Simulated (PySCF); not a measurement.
The group X on benzene 1,4 is varied. Isolated molecules, 0 K electronic values unless said otherwise. One relaxed conformer stands for each flexible species; it need not be the lowest. Strings in code marks are SMILES.

The LUMO from two functionals at the same geometries (B3LYP-D3(BJ)/def2-SVP), both in PySCF: PBE-D3(BJ)/def2-SVP and B3LYP-D3(BJ)/def2-SVP. B3LYP has the VWN-RPA correlation part, as in Gaussian. 

| species | PBE-D3(BJ)/def2-SVP (eV) |
|---|---|
| X = fluoro (`Fc1ccc(F)cc1`) | -1.58 |
| X = trifluoromethyl | -2.36 |
| X = formyl (`O=Cc1ccc(C=O)cc1` (O–C–C–C torsion 0°, C–C–C–O torsion 180°)) | -3.54 |
| X = boryl (`Bc1ccc(B)cc1`) | -3.71 |

Q: What does B3LYP-D3(BJ)/def2-SVP give for each?

A: 
- X = fluoro (`Fc1ccc(F)cc1`): -0.90
- X = trifluoromethyl: -1.72
- X = formyl (`O=Cc1ccc(C=O)cc1` (O–C–C–C torsion 0°, C–C–C–O torsion 180°)): -2.84
- X = boryl (`Bc1ccc(B)cc1`): -2.99
Over these rows, drawn at random from the members with no instability flagged (it was tested for open shells, ions and some series alone), PBE minus B3LYP-D3(BJ): mean -0.69 eV, from -0.72 eV to -0.64 eV.
